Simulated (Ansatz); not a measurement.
Reaction (cleavage of the Si–Al bond): `[OH][Al]([SiH3])[Cl]` + `B[SiH2]CS` → `B[SiH2]CS[SiH3]` + `[OH][AlH][Cl]`

Computed with Ansatz on PBE0-D4/def2-TZVP structures; ΔE is electronic, products minus reactants. CBS: MP2 limit from def2 TZ/QZ plus the TZ coupled-cluster correction, frozen cores. This one scheme is used for every species. One conformer a species, not always the lowest.

```
               species  CCSD(T)/CBS(def2) energy (Eh)
`[OH][Al]([SiH3])[Cl]`                    -1068.57948
           `B[SiH2]CS`                     -753.86807
     `B[SiH2]CS[SiH3]`                    -1044.16888
       `[OH][AlH][Cl]`                     -778.29577
```

(1) Work out ΔE.

Largest T1 diagnostic among the species: 0.012.

Answers

(1) ΔE = (-1044.16888) + (-778.29577) − (-1068.57948) − (-753.86807) = -0.01710 Eh = -44.9 kJ/mol.

From PBE to PBE0 (25 % exact exchange), in def2-TZVPP and without D4, ΔE moves by −3.3 kJ/mol. At CCSD(T), def2-SVP lies +7.0 kJ/mol from the extrapolated value and def2-TZVPP +3.6 kJ/mol.
